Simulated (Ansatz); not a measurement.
Geometry optimisation, Ansatz 0.2.0, DFT PBE, scalar-relativistic, plane waves, PAW.

Input:

```yaml
crystal:
  lattice:
    - [10.86, 0.0, 0.0]
    - [0.0, 10.86, 0.0]
    - [0.0, 0.0, 10.86]
  atoms:
    - { symbol: Si, position: [0.5, 0.0, 0.0] }
    - { symbol: Si, position: [0.625, 0.125, 0.125] }
    - { symbol: Si, position: [0.75, 0.25, 0.0] }
    - { symbol: Si, position: [0.875, 0.375, 0.125] }
    - { symbol: Si, position: [0.75, 0.0, 0.25] }
    - { symbol: Si, position: [0.875, 0.125, 0.375] }
    - { symbol: Si, position: [0.0, 0.0, 0.0] }
    - { symbol: Si, position: [0.125, 0.125, 0.125] }
    - { symbol: Si, position: [0.25, 0.25, 0.0] }
    - { symbol: Si, position: [0.375, 0.375, 0.125] }
    - { symbol: Si, position: [0.5, 0.5, 0.0] }
    - { symbol: Si, position: [0.625, 0.625, 0.125] }
    - { symbol: Si, position: [0.75, 0.75, 0.0] }
    - { symbol: Si, position: [0.875, 0.875, 0.125] }
    - { symbol: Si, position: [0.25, 0.0, 0.25] }
    - { symbol: Si, position: [0.375, 0.125, 0.375] }
    - { symbol: Si, position: [0.5, 0.25, 0.25] }
    - { symbol: Si, position: [0.625, 0.375, 0.375] }
    - { symbol: Si, position: [0.75, 0.5, 0.25] }
    - { symbol: Si, position: [0.875, 0.625, 0.375] }
    - { symbol: Si, position: [0.5, 0.0, 0.5] }
    - { symbol: Si, position: [0.625, 0.125, 0.625] }
    - { symbol: Si, position: [0.75, 0.25, 0.5] }
    - { symbol: Si, position: [0.875, 0.375, 0.625] }
    - { symbol: Si, position: [0.75, 0.0, 0.75] }
    - { symbol: Si, position: [0.875, 0.125, 0.875] }
    - { symbol: Si, position: [0.0, 0.5, 0.0] }
    - { symbol: Si, position: [0.125, 0.625, 0.125] }
    - { symbol: Si, position: [0.25, 0.75, 0.0] }
    - { symbol: Si, position: [0.375, 0.875, 0.125] }
    - { symbol: Si, position: [0.0, 0.25, 0.25] }
    - { symbol: Si, position: [0.125, 0.375, 0.375] }
    - { symbol: Si, position: [0.25, 0.5, 0.25] }
    - { symbol: Si, position: [0.375, 0.625, 0.375] }
    - { symbol: Si, position: [0.5, 0.75, 0.25] }
    - { symbol: Si, position: [0.625, 0.875, 0.375] }
    - { symbol: Si, position: [0.125, -0.125, 0.375] }
    - { symbol: Si, position: [0.125, 0.125, 0.625] }
    - { symbol: Si, position: [0.25, 0.25, 0.5] }
    - { symbol: Si, position: [0.375, 0.375, 0.625] }
    - { symbol: Si, position: [0.5, 0.5, 0.5] }
    - { symbol: Si, position: [0.625, 0.625, 0.625] }
    - { symbol: Si, position: [0.75, 0.75, 0.5] }
    - { symbol: Si, position: [0.875, 0.875, 0.625] }
    - { symbol: Si, position: [0.25, 0.0, 0.75] }
    - { symbol: Si, position: [0.375, 0.125, 0.875] }
    - { symbol: Si, position: [0.5, 0.25, 0.75] }
    - { symbol: Si, position: [0.625, 0.375, 0.875] }
    - { symbol: Si, position: [0.75, 0.5, 0.75] }
    - { symbol: Si, position: [0.875, 0.625, 0.875] }
    - { symbol: Si, position: [0.0, 0.75, 0.25] }
    - { symbol: Si, position: [0.0, 0.5, 0.5] }
    - { symbol: Si, position: [0.125, 0.625, 0.625] }
    - { symbol: Si, position: [0.25, 0.75, 0.5] }
    - { symbol: Si, position: [0.375, 0.875, 0.625] }
    - { symbol: Si, position: [0.0, 0.25, 0.75] }
    - { symbol: Si, position: [0.125, 0.375, 0.875] }
    - { symbol: Si, position: [0.25, 0.5, 0.75] }
    - { symbol: Si, position: [0.375, 0.625, 0.875] }
    - { symbol: Si, position: [0.5, 0.75, 0.75] }
    - { symbol: Si, position: [0.625, 0.875, 0.875] }
    - { symbol: Si, position: [0.0, 0.75, 0.75] }
    - { symbol: Si, position: [0.125, 0.875, 0.875] }
total_charge: 2
basis:
  ecutwfc: 420.0
kpoints:
  mp_grid: { grid: [1, 1, 1] }
hamiltonian:
  xc: pbe
  pseudopotentials: { kind: paw, azcp: { folder: soft_1 } }
scf:
  occupations: { method: fermi_dirac, width: 0.02 }
  lower_state_search: "off"
relax:
  f_tol: 0.03
  max_steps: 60
  adjacent_minimum: "off"
```

Command:

```bash
$ ansatz run input.yaml --threads 4 --pin off --max-ram 10240MiB --backend cpu --events-out ev --progress --plain --runs-dir out
```

Question: Where does it end, and by what steps?

Answer: The forces met the threshold. Limits of this set-up: coarse k mesh, charged cell in a uniform background, uncorrected. After 2 steps the energy has fallen by 0.122 eV; Si43 moved furthest, 0.03 Å.

```
step  energy less start (eV)  largest force component (eV/Å)  accepted
   0                  0.0000                           0.382       yes
   1                 -0.1174                           0.085       yes
   2                 -0.1224                           0.007       yes
```

```xyz
63
Lattice="10.8600 0.0000 0.0000 0.0000 10.8600 0.0000 0.0000 0.0000 10.8600" Properties=species:S:1:pos:R:3
Si 5.430 0.000 0.000
Si 6.796 1.374 1.366
Si 8.145 2.715 -0.001
Si 9.486 4.064 1.366
Si 8.161 -0.022 2.731
Si 9.504 1.356 4.074
Si 0.000 0.000 0.000
Si 1.356 1.356 1.350
Si 2.715 2.715 0.001
Si 4.074 4.074 1.356
Si 5.430 5.430 0.000
Si 6.786 6.786 1.356
Si 8.145 8.145 0.001
Si 9.504 9.504 1.350
Si 2.699 0.022 2.731
Si 4.080 1.356 4.074
Si 5.429 2.715 2.715
Si 6.796 4.064 4.056
Si 8.145 5.431 2.715
Si 9.504 6.780 4.074
Si 5.430 0.000 5.430
Si 6.780 1.356 6.786
Si 8.161 2.699 5.452
Si 9.504 4.080 6.786
Si 8.161 0.022 8.129
Si 9.504 1.356 9.510
Si 0.000 5.430 0.000
Si 1.374 6.796 1.366
Si 2.715 8.145 -0.001
Si 4.064 9.486 1.366
Si 0.022 2.699 2.731
Si 1.356 4.080 4.074
Si 2.715 5.429 2.715
Si 4.064 6.796 4.056
Si 5.431 8.145 2.715
Si 6.780 9.504 4.074
Si 1.356 -1.356 4.074
Si 1.356 1.356 6.786
Si 2.699 2.699 5.408
Si 4.064 4.064 6.804
Si 5.430 5.430 5.430
Si 6.796 6.796 6.804
Si 8.161 8.161 5.408
Si 9.504 9.504 6.786
Si 2.699 -0.022 8.129
Si 4.064 1.374 9.494
Si 5.431 2.715 8.145
Si 6.786 4.074 9.504
Si 8.145 5.429 8.145
Si 9.486 6.796 9.494
Si -0.022 8.161 2.731
Si 0.000 5.430 5.430
Si 1.356 6.780 6.786
Si 2.699 8.161 5.452
Si 4.080 9.504 6.786
Si -0.022 2.699 8.129
Si 1.374 4.064 9.494
Si 2.715 5.431 8.145
Si 4.074 6.786 9.504
Si 5.429 8.145 8.145
Si 6.796 9.486 9.494
Si 0.022 8.161 8.129
Si 1.356 9.504 9.510
```

The run took 13 s on 4 threads of Arm Neoverse V1, on a shared host, peak memory 1 GiB.
